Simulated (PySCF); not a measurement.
## As (arsenic, neutral): UHF calculation

Configuration: [Ar] 3d10 4s2 4p3, high-spin 4S determinant. Calculation: PySCF 2.14, in cc-pVDZ-DK; the spin-free X2C one-electron Hamiltonian (Gaussian nucleus).

| Property | Result |
| --- | --- |
| Total energy | -2258.916901 hartree |
| One-electron energy | -3146.1458 hartree |
| Hartree (Coulomb) energy | 969.9836 hartree |
| Exchange energy | -82.7547 hartree |
| ⟨S²⟩ | 3.7509 |
| ⟨L²⟩ | 0.000 |
| Sum of ⟨r⟩ | 24.61 bohr |
| Sum of ⟨r²⟩ | 40.18 bohr² |
| Langevin diamagnetic susceptibility | -31.8 ×10⁻⁶ cm³/mol |
| Time after the integrals | 0.08 s of wall time on 1 thread of Intel(R) Xeon(R) Platinum 8375C CPU @ 2.90GHz (shared host) |

| shell | electrons | mean orbital energy (eV) | rms radius, mean of both spins (bohr) |
| --- | --- | --- | --- |
| 1s α | 1 | -11943.8 | 0.0524 |
| 1s β | 1 | -11943.6 | 0.0524 |
| 2s α | 1 | -1572.3 | 0.219 |
| 2s β | 1 | -1572.2 | 0.219 |
| 2p α | 3 | -1374.1 | 0.196 |
| 2p β | 3 | -1373.9 | 0.196 |
| 3s α | 1 | -225.41 | 0.639 |
| 3s β | 1 | -225.01 | 0.639 |
| 3p α | 3 | -161.80 | 0.667 |
| 3p β | 3 | -161.25 | 0.667 |
| 3d α | 5 | -56.330 | 0.751 |
| 3d β | 5 | -56.015 | 0.751 |
| 4s α | 1 | -22.617 | 2.14 |
| 4s β | 1 | -15.566 | 2.14 |
| 4p α | 3 | -9.983 | 2.68 |

Densities and radii are taken from the X2C orbitals without a picture-change correction, which distorts them close to the nucleus.
